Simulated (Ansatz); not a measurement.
These are frozen-core CCSD(T)/cc-pVTZ // B3LYP-D3(BJ)/def2-TZVP in Ansatz (a quantum-chemistry and plane-wave program) values and carry that method's errors.

Ansatz 0.2 input:
```yaml
crystal:
  periodic: [false, false, false]
  atoms:
    - { symbol: N, position_ang: [-1.670153, -0.597165, -0.043149] }
    - { symbol: Al, position_ang: [0.00003, 0.000016, 0.000075] }
    - { symbol: N, position_ang: [0.318025, 1.745519, 0.011192] }
    - { symbol: N, position_ang: [1.352139, -1.148377, 0.032665] }
    - { symbol: H, position_ang: [-1.947783, -1.548646, 0.133828] }
    - { symbol: H, position_ang: [-2.479167, -0.03402, -0.248972] }
    - { symbol: H, position_ang: [-0.373789, 2.457218, 0.180283] }
    - { symbol: H, position_ang: [1.21687, 2.169376, -0.151344] }
    - { symbol: H, position_ang: [1.276362, -2.134349, -0.157197] }
    - { symbol: H, position_ang: [2.307467, -0.909569, 0.242618] }
basis:
  gaussian: { orbitals: cc-pVTZ }
correlation:
  method: ccsd_t
```

Output:

```
Functional definition: HF
1207 factors; integrals over basis functions are off by at most 1.3e-3 eV
mean field evaluation 1: about -11121.9706 eV, gradient 5.7e1 eV
mean field evaluation 2: about -11122.0454 eV, gradient 5.7e1 eV
mean field evaluation 4: about -11128.2943 eV, gradient 2.9e0 eV
mean field evaluation 8: about -11128.3438 eV, gradient 1.3e-1 eV
mean field evaluation 16: about -11126.3156 eV, gradient 3.2e1 eV
mean field -11128.34387462 eV, -408.9590943299 hartree, gradient 6.4e-7 eV, S^2 0.000000; 0 other end points of the search recorded, 0 dependent functions left out
8 core orbitals not correlated
reference -11128.34387462 eV, -408.9590943299 hartree; 12, 12 occupied and 188, 188 virtual orbitals, 1207 factors
second order -19.82777113 eV of doubles, -0.00000000 eV of singles
cycle   1  -20.07434248 eV  change   -2.5e-1 eV  update   7.7e-2
cycle   2  -20.47452247 eV  change   -4.0e-1 eV  update   2.2e-2
cycle   3  -20.55427727 eV  change   -8.0e-2 eV  update   1.0e-2
cycle   4  -20.54706409 eV  change    7.2e-3 eV  update   2.4e-3
cycle   5  -20.54767836 eV  change   -6.1e-4 eV  update   1.1e-3
cycle   6  -20.54769555 eV  change   -1.7e-5 eV  update   2.8e-4
cycle   7  -20.54752226 eV  change    1.7e-4 eV  update   9.1e-5
cycle   8  -20.54750868 eV  change    1.4e-5 eV  update   3.0e-5
cycle   9  -20.54750524 eV  change    3.4e-6 eV  update   8.9e-6
perturbative correction -0.75304631 eV, -0.0276739413 hartree
Total energy: -11149.64442616 eV, -409.7418751611 hartree
```

Cost: very roughly 90 core-seconds.
